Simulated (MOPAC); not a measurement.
A run for MOPAC: PM7 on SiRu, 2S+1 = 3, a spin state set in the input, which need not be the lowest, a point of a bond scan (R = 1.984 Å).

```
PM7 1SCF PRECISE CHARGE=0 UHF MS=1 THREADS=1
RuSi

Ru     0.00000000 1     0.00000000 1     0.00000000 1
Si     0.00000000 1     0.00000000 1     1.98417700 1
```

Program output:

```
*******************************************************************************
 **                                                                           **
 **                              MOPAC v23.2.5                                **
 **                                                                           **
 *******************************************************************************
 ** MOPAC's Digital Object Identifier: https://doi.org/10.5281/zenodo.6511958 **
 **                                                                           **
 ** Please cite the open-source release paper for use of this MOPAC version:  **
 ** J. E. Moussa and J. J. P. Stewart (2026)                                  **
 ** MOPAC: An open-source semiempirical molecular orbital program             **
 ** J. Open Source Softw., 11(119), 8025, https://doi.org/10.21105/joss.08025 **
 *******************************************************************************

                              PM7 CALCULATION RESULTS

 *******************************************************************************
 *  PM7        - The PM7 Hamiltonian to be used
 *  UHF        - UNRESTRICTED HARTREE-FOCK CALCULATION
 *
 *
 *
 *                 CHARGE ON SYSTEM = 0
 *
 *
 *
 *  MS=        - IN MECI, MAGNETIC COMPONENT OF SPIN =  1.0
 *  PRECISE    - TIGHTER CRITERIA TO BE USED
 *  1SCF       - DO 1 SCF AND THEN STOP
 *  THREADS=1  - MULTI-THREADING NOT USED
 *  T=         - A TIME OF 172800.0 SECONDS REQUESTED
 *  DUMP=N     - RESTART FILE WRITTEN EVERY 7200.0 SECONDS REQUESTED
 *******************************************************************************
PM7 1SCF PRECISE CHARGE=0 UHF MS=1 THREADS=1
 RuSi

   ATOM   CHEMICAL          X               Y               Z
  NUMBER   SYMBOL      (ANGSTROMS)     (ANGSTROMS)     (ANGSTROMS)

     1      Ru          0.00000000  *   0.00000000  *   0.00000000  *
     2      Si          0.00000000  *   0.00000000  *   1.98417700  *



          CARTESIAN COORDINATES

    NO.       ATOM           X           Y           Z

     1        Ru          0.0000      0.0000      0.0000
     2        Si          0.0000      0.0000      1.9842

 General Reference for PM7:
 "Optimization of Parameters for Semiempirical Methods VI: More Modifications to the
 NDDO Approximations and Re-optimization of Parameters", J. J. P. Stewart, J. Mol. Mod., 1:32, 19 (2013)
 https://link.springer.com/article/10.1007/s00894-012-1667-x

           Empirical Formula: Ru Si  =     2 atoms



      MOLECULAR POINT GROUP   :   C*v


          UHF CALCULATION, NO. OF ALPHA ELECTRONS =    7
                           NO. OF BETA  ELECTRONS =    5

 -------------------------------------------------------------------------------
 PM7 1SCF PRECISE CHARGE=0 UHF MS=1 THREADS=1
 RuSi



     1SCF WAS SPECIFIED, SO BFGS WAS NOT USED
     SCF FIELD WAS ACHIEVED


                              PM7 CALCULATION
                                                       MOPAC v23.2.5 Linux




          FINAL HEAT OF FORMATION =        148.17669 KCAL/MOL =     619.97128 KJ/MOL


          COSMO AREA              =        110.32 SQUARE ANGSTROMS
          COSMO VOLUME            =        104.19 CUBIC ANGSTROMS

          IONIZATION POTENTIAL    =          7.881305 EV
          ALPHA SOMO LUMO (EV)    =         -8.567 -1.721
          BETA  SOMO LUMO (EV)    =         -7.881 -2.429
          NO. OF ALPHA ELECTRONS  =          7
          NO. OF BETA  ELECTRONS  =          5
          MOLECULAR WEIGHT        =        129.1555         POINT GROUP:  C*v

          MOLECULAR DIMENSIONS (Angstroms)

            Atom       Atom       Distance
           Si     2   Ru     1     1.98418
           Si     2   Ru     1     0.00000
           Ru     1   Si     2     0.00000


          SCF CALCULATIONS        =          1





   ATOM   CHEMICAL          X               Y               Z
  NUMBER   SYMBOL      (ANGSTROMS)     (ANGSTROMS)     (ANGSTROMS)

     1      Ru          0.00000000  *   0.00000000  *   0.00000000  *
     2      Si          0.00000000  *   0.00000000  *   1.98417700  *

                             CARTESIAN COORDINATES

   1   Ru        0.000000000     0.000000000     0.000000000
   2   Si        0.000000000     0.000000000     1.984177000


           Empirical Formula: Ru Si  =     2 atoms



      MOLECULAR POINT GROUP   :   C*v


          ALPHA EIGENVALUES
 -16.29529 -10.42113  -9.37874  -9.37874  -8.89675  -8.82524  -8.56655  -1.72108
  -1.72108  -1.57862  -0.74229  -0.74229   2.06147  21.54384  21.54473  22.01361
  22.01361  22.18432


           BETA EIGENVALUES
 -16.14536  -9.12061  -9.12061  -8.20516  -7.88131  -2.42920  -2.42920  -2.38851
  -1.68431  -0.92418   1.13995   1.13995   2.43781  21.32005  21.33315  22.10398
  22.10398  22.36994


              NET ATOMIC CHARGES AND DIPOLE CONTRIBUTIONS

  ATOM NO.   TYPE          CHARGE      No. of ELECS.   s-Pop       p-Pop       d-Pop
    1         Ru          -0.452881        8.4529     0.96872     0.14210     7.34206
    2         Si           0.452881        3.5471     1.30448     2.23747     0.00518
 DIPOLE           X         Y         Z       TOTAL
 POINT-CHG.     0.000     0.000     4.316     4.316
 HYBRID        -0.000    -0.000    -1.034     1.034
 SUM           -0.000    -0.000     3.282     3.282


          ATOMIC ORBITAL ELECTRON POPULATIONS

     Atom    s        px        py        pz      x^2-y^2     xz        z^2       yz        xy
    1 Ru   0.96872   0.00637   0.00637   0.12936   1.99836   1.29040   1.76361   1.29040   0.99929
    2 Si   1.30448   0.70225   0.70225   0.83296   0.00164   0.00097   0.00088   0.00097   0.00071


                    (SZ)    =    1.000000
                    (S**2)  =    2.899026


          ATOMIC ORBITAL SPIN POPULATIONS

    Atom   Total    s     px     py     pz   x^2-y^2  xz     z^2    yz     xy
         Atomic
    1 Ru  2.4395  0.264 -0.006 -0.006  0.002  0.000  0.570  0.044  0.570  0.999
    2 Si -0.4395  0.037 -0.565 -0.565  0.653 -0.000  0.000 -0.000  0.000  0.001

 **********************
 *                    *
 * JOB ENDED NORMALLY *
 *                    *
 **********************




 == MOPAC DONE ==
```

The run finished. Its determinant has ⟨S²⟩ = 2.90, a mixture of spin states.

Cost: around 0.04 core-seconds (rough).
